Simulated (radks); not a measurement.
The numbers below are computed, except where a source is named.
Problem. The mean radii <r> (bohr) of the occupied orbitals of an atom or ion are listed with their occupations. Code: a radial shooting solver on a logarithmic mesh with Libxc functionals. Model: scalar-relativistic Kohn-Sham, PBEsol, spin-unpolarised, spherical densities, point nucleus.

| orbital | occ. | <r> |
|---|---|---|
| 1s | 2 | 0.04031 |
| 2s | 2 | 0.1778 |
| 2p | 6 | 0.1550 |
| 3s | 2 | 0.4976 |
| 3p | 6 | 0.5001 |
| 3d | 8 | 0.4844 |

Name the element and its charge.

Solution. Z = 37, rubidium, charge +11: Rb11+ in [Ar] 3d8. The 1s radius gives Z: for a bare nucleus <r> = (2 gamma + 1)/(2Z) with gamma = sqrt(1 - (Z/c)^2), 0.03954 bohr for Z = 37, and screening makes it slightly larger (0.04031 here). The occupations add up to 26, and the charge is Z minus that.
